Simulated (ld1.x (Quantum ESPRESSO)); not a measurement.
## He (Z = 2): excitation energies, all-electron against RRKJ

* Element: helium
* Generator: ld1.x (Quantum ESPRESSO) 7.5
* Type: norm-conserving RRKJ (Kleinman–Bylander form)
* Functional: LDA (PZ)
* Relativity: non-relativistic
* Frozen core: none
* Valence charge: 2
* Reference configuration: 1s2
* Partial waves: 1s (bound): rc 0.60 bohr; 2p channel at -0.1 Ry: rc 0.60 bohr
* Local potential: the p channel
* Core correction: none
* rho0: 0.02

Energies are relative to the spin-unpolarised reference configuration 1s2; without spin polarisation the order of configurations can differ from experiment. Spin-polarised rows fill each open shell by Hund’s rule, majority spin first.

```tsv
valence configuration	charge	ΔE all-electron (eV)	error AE − PS (meV)
1s1	+1	26.484	+46
1s1 (spin-polarised)	+1	24.284	+14
1s1.5 (spin-polarised)	+0.5	10.023	+2.8
```

Q: What are ΔE and the potential's error for 1s1.5?

A: ΔE = 10.374 eV all-electron; the error (AE − PS) is +6.9 meV.
